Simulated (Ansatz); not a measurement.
Consider the redistribution: `O[Si](F)(Cl)Cl` + `O[SiH2]SBF` → `O[SiH2]S[Si](F)(Cl)Cl` + `OBF`.

Calculated with Ansatz (gas phase, PBE0-D4/def2-TZVP geometries, no zero-point term in ΔE). CBS: MP2 limit from def2 TZ/QZ plus the TZ coupled-cluster correction, frozen cores. This one scheme is used for every species. Functionals use def2-TZVPP. One conformer a species, not always the lowest.

`O[Si](F)(Cl)Cl`:

```xyz
6

O     0.991    0.862    0.184
Si   -0.287   -0.117    0.086
F    -1.498    0.599   -0.630
Cl    0.127   -1.779   -0.997
Cl   -0.846   -0.586    1.960
H     1.513    1.023   -0.604
```

`O[SiH2]SBF`:

```xyz
9

O    -0.701   -1.054    1.452
Si   -0.926   -0.691   -0.130
S     0.916   -0.279   -1.158
B     1.255    1.328   -0.414
F     2.373    1.947   -0.746
H    -0.118   -1.783    1.671
H    -1.802    0.497   -0.142
H    -1.508   -1.825   -0.889
H     0.510    1.858    0.356
```

`O[SiH2]S[Si](F)(Cl)Cl`:

Z-matrix (Å, degrees):
```
Si
S 1 2.165
O 1 1.632 2 112.7
H 1 1.475 2 104.5 3 -116.1
H 1 1.482 2 107.4 3 123.8
Si 2 2.090 1 97.2 3 -76.0
H 3 0.960 1 117.3 2 63.4
F 6 1.595 2 109.4 1 40.3
Cl 6 2.021 2 109.9 1 158.9
Cl 6 2.026 2 114.1 1 -77.9
```

`OBF`:

Cartesian coordinates in Å:
```
O 0.450 0.132 -0.888
B 0.095 -0.007 0.401
F -1.173 -0.252 0.727
H -0.288 0.037 -1.500
H 0.916 0.090 1.260
```

```tsv
level	ΔE (kJ/mol)
PBE0	-31.9
HF/def2-TZVPP	-20.4
MP2/def2-TZVPP	-32.7
SCS-MP2/def2-TZVPP	-29.6
CCSD/def2-TZVPP	-27.6
HF/def2-QZVPP	-19.3
SCS-MP2/def2-QZVPP	-30.3
CCSD/CBS(def2)	-29.9
```

Q: What does CCSD(T)/CBS give? (Best estimate.)

A: Ansatz gave: -32.0 kJ/mol. The listed levels differ from it by 0.1, 11.6, -0.7, 2.4, 4.4, 12.7, 1.7, 2.1 kJ/mol.

Largest T1 diagnostic among the species: 0.013.

The D4 term adds −10.8 kJ/mol with B3LYP and −6.2 kJ/mol with PBE0; it sums over pairs of atoms, weighted by their polarisabilities, and B3LYP, whose exchange is more repulsive, gets the larger term. In def2-TZVPP, CCSD(T) changes the Hartree–Fock value by −9.3 kJ/mol (the triples alone add −2.1 kJ/mol) and MP2 by −12.4 kJ/mol.

B3LYP here is the variant with VWN-RPA as its local correlation; programs differ in this.
